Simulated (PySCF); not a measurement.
This PySCF input asks for the NMR shieldings of SMILES C(S(NS(C)(=O)=O)(=O)=O)(F)F, C$_{2}$H$_{5}$F$_{2}$NO$_{4}$S$_{2}$; the geometry comes from GFN2-xTB.

```python
import basis_set_exchange as bse
import numpy as np
from pyscf import gto, dft
from pyscf.prop import nmr

atoms = """
C     2.379855   -0.169191   -0.031558
S     0.969150    0.511163    0.824020
O     0.243681   -0.517106    1.502154
O     1.328759    1.683700    1.549909
N    -0.009106    1.007536   -0.467876
S    -0.958682   -0.212226   -1.058080
O    -0.095579   -1.329799   -1.240711
O    -1.695884    0.286425   -2.165169
C    -2.165018   -0.580212    0.325440
F    -3.304352   -0.995412   -0.237157
F    -2.410269    0.593703    0.925312
H     3.050982   -0.585260    0.710085
H     2.853846    0.635540   -0.576620
H     1.996243   -0.937826   -0.690716
H    -0.404889    1.930580   -0.423351
H    -1.786334   -1.312672    1.042908
"""
names = dict.fromkeys(["C", "S", "O", "N", "F", "H"], "pcSseg-1")
basis = {el: gto.basis.parse(bse.get_basis(n, elements=[el], fmt="nwchem")) for el, n in names.items()}
mol = gto.M(atom=atoms, basis=basis, charge=0, verbose=0)
mf = dft.RKS(mol, xc="PBE0")
mf.grids.level = 2
mf.grids.alignment = dft.numint.BLKSIZE   # the property module wants whole blocks of grid points
mf.conv_tol = 1e-9
mf.kernel()

calc = nmr.RKS(mf)   # GIAO
C = mf.mo_coeff
Co = C[:, mf.mo_occ > 0]
resp = mf.gen_response(singlet=True, hermi=2)
def vind(x):   # induced exchange potential for any number of trial vectors
    d = np.einsum("pi,xij,qj->xpq", C, 2 * x.reshape(-1, C.shape[1], Co.shape[1]), Co, optimize=True)
    return np.einsum("xpq,pi,qj->xij", resp(d - d.transpose(0, 2, 1)), C, Co, optimize=True).ravel()
mo1, _ = nmr.rhf.solve_mo1(calc, with_cphf=vind)
sigma = calc.kernel(mo1)
for i, s in enumerate(sigma):   # ppm
    w = np.linalg.eigvalsh((s + s.T) / 2)
    print("%2d %-2s iso %8.1f  s11 %8.1f  s22 %8.1f  s33 %8.1f" % (i, mol.atom_pure_symbol(i), w.mean(), *w))
```

Problem. Give the expected output.

Solution. 
```
 0 C  iso    137.4  s11    112.5  s22    113.1  s33    186.7
 1 S  iso    201.4  s11     56.4  s22    192.7  s33    355.2
 2 O  iso     88.7  s11     48.5  s22     86.6  s33    130.9
 3 O  iso    102.3  s11     67.8  s22     87.4  s33    151.8
 4 N  iso     92.4  s11     26.8  s22     72.9  s33    177.5
 5 S  iso    210.9  s11     61.3  s22    202.9  s33    368.5
 6 O  iso    128.0  s11    105.1  s22    125.6  s33    153.3
 7 O  iso    135.4  s11     90.8  s22    124.9  s33    190.5
 8 C  iso     59.4  s11     49.7  s22     58.3  s33     70.1
 9 F  iso    305.1  s11    228.8  s22    327.6  s33    358.9
10 F  iso    300.7  s11    208.6  s22    336.7  s33    356.9
11 H  iso     28.7  s11     25.8  s22     26.1  s33     34.3
12 H  iso     28.8  s11     25.8  s22     26.3  s33     34.2
13 H  iso     27.3  s11     22.0  s22     29.4  s33     30.4
14 H  iso     25.3  s11     22.1  s22     24.8  s33     29.0
15 H  iso     24.6  s11     20.9  s22     25.3  s33     27.5
```

These numbers come from an equivalent density-fitted implementation of the same equations, which agrees with the script to about 0.01 ppm for H and up to a few tenths of a ppm for heavy atoms, so last digits may differ.

Problem. Turn these shieldings into chemical shifts. Scale: TMS for 13C (σref 186.93) and 1H (σref 31.72); 33S (σref 503.73) vs CS2; 17O (σref 336.08) vs H2O; 15N (σref 267.73) vs NH3; CFCl3 for 19F (σref 170.95) (reference shieldings calculated alike).

Solution. Averaging equivalent atoms: C 8: 127.5; C 0: 49.5; S 1: 302; S 5: 293; O 2/3: 240.6; O 6/7: 204.4; N 4: 175.4; F 9/10: -132.0; H 15: 7.14; H 14: 6.43; H 11/12/13: 3.45 ppm. Unscaled 19F shifts against computed CFCl3 carry errors that often reach 10 to 50 ppm. Experimental scales use liquid or dissolved standards, which lie at an offset from isolated NH3 (liquid NH3: subtract about 20 ppm) and H2O (liquid H2O: subtract about 36 ppm). Unscaled 15N shifts of sp2 nitrogen come out 20 to 40 ppm too high even then.

Size and cost of the density-fitted run: 226 basis functions, 51 s wall time on 1 thread of an Arm Neoverse V2, shared host.
